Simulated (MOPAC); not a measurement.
Input for MOPAC: PM3 on H2OPb (SMILES [OH][PbH]), a point of a bond scan (R = 0.964 Å).

```
PM3 1SCF PRECISE CHARGE=0 THREADS=1
H2OPb

Pb    -0.12011852 1    -0.10155163 1     0.14050756 1
H     -1.48640490 1     0.02135024 1    -1.14319190 1
O      1.29889476 1     0.89352213 1    -1.05799410 1
H      0.94496580 1     1.15770660 1    -1.91447494 1
```

Program output:

```
*******************************************************************************
 **                                                                           **
 **                              MOPAC v23.2.5                                **
 **                                                                           **
 *******************************************************************************
 ** MOPAC's Digital Object Identifier: https://doi.org/10.5281/zenodo.6511958 **
 **                                                                           **
 ** Please cite the open-source release paper for use of this MOPAC version:  **
 ** J. E. Moussa and J. J. P. Stewart (2026)                                  **
 ** MOPAC: An open-source semiempirical molecular orbital program             **
 ** J. Open Source Softw., 11(119), 8025, https://doi.org/10.21105/joss.08025 **
 *******************************************************************************

                              PM3 CALCULATION RESULTS

 *******************************************************************************
 *  PM3        - The PM3 Hamiltonian to be used
 *
 *
 *
 *                 CHARGE ON SYSTEM = 0
 *
 *
 *
 *  PRECISE    - TIGHTER CRITERIA TO BE USED
 *  1SCF       - DO 1 SCF AND THEN STOP
 *  THREADS=1  - MULTI-THREADING NOT USED
 *  T=         - A TIME OF 172800.0 SECONDS REQUESTED
 *  DUMP=N     - RESTART FILE WRITTEN EVERY 7200.0 SECONDS REQUESTED
 *******************************************************************************
PM3 1SCF PRECISE CHARGE=0 THREADS=1
 H2OPb

   ATOM   CHEMICAL          X               Y               Z
  NUMBER   SYMBOL      (ANGSTROMS)     (ANGSTROMS)     (ANGSTROMS)

     1      Pb         -0.12011852  *  -0.10155163  *   0.14050756  *
     2       H         -1.48640490  *   0.02135024  *  -1.14319190  *
     3       O          1.29889476  *   0.89352213  *  -1.05799410  *
     4       H          0.94496580  *   1.15770660  *  -1.91447494  *



          CARTESIAN COORDINATES

    NO.       ATOM           X           Y           Z

     1        Pb         -0.1201     -0.1016      0.1405
     2         H         -1.4864      0.0214     -1.1432
     3         O          1.2989      0.8935     -1.0580
     4         H          0.9450      1.1577     -1.9145

  H: (PM3): J. J. P. STEWART, J. COMP. CHEM. 10, 209 (1989).
  O: (PM3): J. J. P. STEWART, J. COMP. CHEM. 10, 209 (1989).
 Pb: (PM3): J. J. P. STEWART, J. COMP. CHEM. 12, 320-341 (1991).

           Empirical Formula: H2 O Pb  =     4 atoms



      MOLECULAR POINT GROUP   :   Cs


      RHF CALCULATION, NO. OF DOUBLY OCCUPIED LEVELS = 6


 -------------------------------------------------------------------------------
 PM3 1SCF PRECISE CHARGE=0 THREADS=1
 H2OPb



     1SCF WAS SPECIFIED, SO BFGS WAS NOT USED
     SCF FIELD WAS ACHIEVED


                              PM3 CALCULATION
                                                       MOPAC v23.2.5 Linux




          FINAL HEAT OF FORMATION =         -0.96807 KCAL/MOL =      -4.05042 KJ/MOL


          COSMO AREA              =         87.59 SQUARE ANGSTROMS
          COSMO VOLUME            =         71.53 CUBIC ANGSTROMS

          IONIZATION POTENTIAL    =          8.856405 EV
          HOMO LUMO ENERGIES (EV) =         -8.856 -1.960
          NO. OF FILLED LEVELS    =          6
          MOLECULAR WEIGHT        =        225.2152         POINT GROUP:  Cs

          MOLECULAR DIMENSIONS (Angstroms)

            Atom       Atom       Distance
            O     3    H     2     2.91990
            H     4   Pb     1     2.27342
            H     2    H     4     0.00000


          SCF CALCULATIONS        =          1





   ATOM   CHEMICAL          X               Y               Z
  NUMBER   SYMBOL      (ANGSTROMS)     (ANGSTROMS)     (ANGSTROMS)

     1      Pb         -0.12011852  *  -0.10155163  *   0.14050756  *
     2       H         -1.48640490  *   0.02135024  *  -1.14319190  *
     3       O          1.29889476  *   0.89352213  *  -1.05799410  *
     4       H          0.94496580  *   1.15770660  *  -1.91447494  *

                             CARTESIAN COORDINATES

   1   Pb       -0.120118520    -0.101551630     0.140507560
   2    H       -1.486404900     0.021350240    -1.143191900
   3    O        1.298894760     0.893522130    -1.057994100
   4    H        0.944965800     1.157706600    -1.914474940


           Empirical Formula: H2 O Pb  =     4 atoms



      MOLECULAR POINT GROUP   :   Cs


                  EIGENVALUES
 -34.03068 -15.52790 -14.36263 -11.40705 -10.88964  -8.85640  -1.96042   0.04587
   0.21199   5.54407


              NET ATOMIC CHARGES AND DIPOLE CONTRIBUTIONS

  ATOM NO.   TYPE          CHARGE      No. of ELECS.   s-Pop       p-Pop
    1         Pb           0.599796        3.4002     1.83092     1.56928
    2          H          -0.236777        1.2368     1.23678
    3          O          -0.538973        6.5390     1.80739     4.73158
    4          H           0.175953        0.8240     0.82405
 DIPOLE           X         Y         Z       TOTAL
 POINT-CHG.    -1.220    -1.652     2.826     3.493
 HYBRID        -0.633     0.824    -2.325     2.547
 SUM           -1.853    -0.827     0.501     2.090


          ATOMIC ORBITAL ELECTRON POPULATIONS

     Atom    s        px        py        pz
    1 Pb   1.83092   0.54225   0.26455   0.76248
    2  H   1.23678
    3  O   1.80739   1.66468   1.73862   1.32827
    4  H   0.82405

 **********************
 *                    *
 * JOB ENDED NORMALLY *
 *                    *
 **********************




 == MOPAC DONE ==
```

The run finished.

Cost: very roughly 0.020 core-seconds.
